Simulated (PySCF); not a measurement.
PySCF input:

```python
from pyscf import gto, scf, dft

mol = gto.M(
    atom='''
    C     0.01425900   -0.00055452   -0.74078245
    O     0.00715209    0.00561026    0.56769156
    H     0.88752270    0.26011238    0.88741297
    H    -1.03029347   -0.30166734   -0.98425072
    ''',
    basis='def2-tzvpd',
    charge=0,
    spin=0,
    verbose=4,
)

mf = scf.RHF(mol).density_fit(auxbasis='def2-universal-jkfit')
mf.conv_tol = 1e-9
mf.max_cycle = 100
mf.max_memory = 1500
mf.kernel()
if not mf.converged:
    mf = mf.newton()
    mf.kernel(mf.make_rdm1())
mf.analyze()
```

Task: Predict the final energy.

Result: -113.83996 Eh (HF/def2-TZVPD).
